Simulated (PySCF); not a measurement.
Compound: C3H3O3S (doublet state).
Z-matrix (Å and degrees, GFN2-xTB geometry), rows numbered from 1:
```
O 
S   1  1.4319
O   2  1.4314  1  120.00
O   2  1.6090  1  107.04  3   123.15
C   2  1.7912  1  111.26  3  -126.43
C   5  1.4560  2  119.66  1    82.92
C   6  1.3226  5   63.33  2   105.27
H   4  0.9586  2  109.24  1    22.04
H   6  1.0626  5  146.96  7  -176.82
H   7  1.0619  5  147.21  6   176.19
```

The hyperfine couplings belong to this conformer and change with its torsions.

Identity: `O=S(O)(=O)C1[CH]C=1` [radical].

Computed with PySCF, UKS B3LYP, pcH-1 on C H O S, non-relativistic, mean-field spin-orbit, GIAO. The structure is a single GFN2-xTB conformer in the gas phase; no vibrational or solvent corrections. The geometry wasn't refined by DFT: couplings that depend on bond lengths, twists or pyramidal angles can differ widely from those at the functional's own minimum. No stability test was run, so a lower SCF solution isn't excluded.

(1) Break the g tensor into its mass correction, gauge correction and orbital-Zeeman/spin–orbit terms.

(2) What are the electron Larmor frequencies g μB B/h along the three axes at 350 mT?

(3) At 9.464 GHz, how far is the centre of the isotropic spectrum from where a free electron (g = 2.002319) resonates?

(4) What effective moment and Curie constant follow for a powder?

(5) In a frozen sample, at which fields do the three g values resonate at 9.5, 34, 94 and 263 GHz (hyperfine left aside), and which band first spreads them over more than twice a line width of 0.5 mT?

Answers

(1) 
```json
{"Δg (ppm)": "relativistic mass correction", "1": "-190", "2": "-190", "3": "-190"}
{"Δg (ppm)": "gauge correction", "1": "21", "2": "15", "3": "0"}
{"Δg (ppm)": "orbital Zeeman/spin–orbit", "1": "-1150", "2": "405", "3": "1580"}
{"Δg (ppm)": "total", "1": "-1319", "2": "230", "3": "1389"}
```

So g = 2.00100, 2.00255, 2.00371 and g_iso = 2.00242; the tensor is rhombic: the two nearest values differ by 43 % of g3 − g1. Axes: g1 points within 15° of the C5–C7 bond.

(2) 9.8023, 9.8099, 9.8155 GHz for g1, g2 and g3, a range of 13.3 MHz.

(3) B = hν/(g μB) with μB/h = 13.99624 MHz/mT gives 337.70 mT for the free electron and 337.68 mT at g_iso, 0.02 mT lower.

(4) With the mean of g² = 4.0097 and S(S+1) = 0.75: μ_eff = √(⟨g²⟩S(S+1)) = 1.734 μB and χT = 0.12505·⟨g²⟩·S(S+1) = 0.376 cm³ K/mol (cgs; spin-Hamiltonian part alone).

(5) 
```json
{"band": "X", "GHz": "9.5", "B(g3) mT": "338.75", "B(g2) mT": "338.94", "B(g1) mT": "339.21", "spread mT": "0.46"}
{"band": "Q", "GHz": "34.0", "B(g3) mT": "1212.36", "B(g2) mT": "1213.07", "B(g1) mT": "1214.00", "spread mT": "1.64"}
{"band": "W", "GHz": "94.0", "B(g3) mT": "3351.83", "B(g2) mT": "3353.77", "B(g1) mT": "3356.36", "spread mT": "4.54"}
{"band": "J", "GHz": "263.0", "B(g3) mT": "9377.99", "B(g2) mT": "9383.42", "B(g1) mT": "9390.68", "spread mT": "12.69"}
```

The spread grows in proportion to the frequency. Q band is the first where it exceeds 1.0 mT.

The Mulliken spin populations are largest on C5 (+0.69), C7 (+0.12), C6 (+0.08) and O3 (+0.06). C5 is the only atom above +0.15. The angles at C5 add up to 292.0°, so it is pyramidal.

The HOMO–LUMO gaps are 4.57 eV among the α and 5.56 eV among the β orbitals.

The SMILES draws the unpaired electron on C7; the largest computed Mulliken spin population is on C5 (0.69 against 0.12).
